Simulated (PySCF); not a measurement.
29Si chemical shifts

[PySCF 2.14.0 with density-fitted response routines: GFN2-xTB structure; shieldings: GIAO PBE0/pcSseg-1; fast rotation and ring inversion assumed for equivalent nuclei; no solvent; non-relativistic Hamiltonian; one conformer]

Shieldings were converted by a linear fit to measured shifts: 29Si (scatter 8.9 ppm rms, 25.8 ppm with the 6 outliers that the fit left out vs TMS, solution or neat liquid). A few per cent of atoms miss by over 2 rms, more outside the fitted compound classes.

Question: Give the 29Si shifts of `S[Si@H]1C[SiH2][SiH2][SiH2]1`, `NCC([SiH3])([SiH3])[SiH2]OC=O`, `CC(=O)C#C[Si@H]([SiH3])P`, `C=C[Si@@H](NC)[Si](O)(O)[SiH3]`, `[SiH3][Si]1([SiH3])[SiH2]CS1`.

Answer: 
```json
{"compound": "[SH:1][Si@H:2]1[CH2:3][SiH2:4][SiH2:5][SiH2:6]1", "environment": "Si2: silicon bonded to C, S, Si, H, in a 5-membered ring", "δ (ppm)": "-17.3"}
{"compound": "[SH:1][Si@H:2]1[CH2:3][SiH2:4][SiH2:5][SiH2:6]1", "environment": "Si4: silicon bonded to C, Si, 2 H, in a 5-membered ring", "δ (ppm)": "-64.9"}
{"compound": "[SH:1][Si@H:2]1[CH2:3][SiH2:4][SiH2:5][SiH2:6]1", "environment": "Si6: silicon bonded to 2 Si, 2 H, in a 5-membered ring", "δ (ppm)": "-106.6"}
{"compound": "[SH:1][Si@H:2]1[CH2:3][SiH2:4][SiH2:5][SiH2:6]1", "environment": "Si5: silicon bonded to 2 Si, 2 H, in a 5-membered ring", "δ (ppm)": "-110.1"}
{"compound": "[NH2:1][CH2:2][C:3]([SiH3:4])([SiH3:5])[SiH2:6][O:7][CH:8]=[O:9]", "environment": "Si6: silicon bonded to C, O, 2 H", "δ (ppm)": "-14.5"}
{"compound": "[NH2:1][CH2:2][C:3]([SiH3:4])([SiH3:5])[SiH2:6][O:7][CH:8]=[O:9]", "environment": "Si4/5: silicon bonded to C, 3 H (×2)", "δ (ppm)": "-74.6"}
{"compound": "[CH3:1][C:2](=[O:3])[C:4]#[C:5][Si@H:6]([SiH3:7])[PH2:8]", "environment": "Si6: silicon bonded to C, P, Si, H", "δ (ppm)": "-69.8"}
{"compound": "[CH3:1][C:2](=[O:3])[C:4]#[C:5][Si@H:6]([SiH3:7])[PH2:8]", "environment": "Si7: silicon bonded to Si, 3 H", "δ (ppm)": "-97.8"}
{"compound": "[CH2:1]=[CH:2][Si@@H:3]([NH:4][CH3:5])[Si:6]([OH:7])([OH:8])[SiH3:9]", "environment": "Si6: silicon bonded to 2 O, 2 Si", "δ (ppm)": "12.4"}
{"compound": "[CH2:1]=[CH:2][Si@@H:3]([NH:4][CH3:5])[Si:6]([OH:7])([OH:8])[SiH3:9]", "environment": "Si3: silicon bonded to C, N, Si, H", "δ (ppm)": "-37.3"}
{"compound": "[CH2:1]=[CH:2][Si@@H:3]([NH:4][CH3:5])[Si:6]([OH:7])([OH:8])[SiH3:9]", "environment": "Si9: silicon bonded to Si, 3 H", "δ (ppm)": "-110.4"}
{"compound": "[SiH3:1][Si:2]1([SiH3:3])[SiH2:4][CH2:5][S:6]1", "environment": "Si2: silicon bonded to S, 3 Si, in a 4-membered ring", "δ (ppm)": "-22.7"}
{"compound": "[SiH3:1][Si:2]1([SiH3:3])[SiH2:4][CH2:5][S:6]1", "environment": "Si4: silicon bonded to C, Si, 2 H, in a 4-membered ring", "δ (ppm)": "-39.3"}
{"compound": "[SiH3:1][Si:2]1([SiH3:3])[SiH2:4][CH2:5][S:6]1", "environment": "Si1/3: silicon bonded to Si, 3 H (×2)", "δ (ppm)": "-94.1"}
```

Question: Match the shifts 26.4, -6.9, -84.6 ppm to `O[Si]1(S)SC=CS1`, `F[C@@H]([SiH3])[C@H]1CCN1`, `C[C@@H]1CC[Si@H](F)N1`.

Answer: 26.4: O[Si]1(S)SC=CS1 (silicon bonded to O, 3 S, in a 5-membered ring); -6.9: C[C@@H]1CC[Si@H](F)N1 (silicon bonded to C, F, N, H, in a 5-membered ring); -84.6: F[C@@H]([SiH3])[C@H]1CCN1 (silicon bonded to C, 3 H).
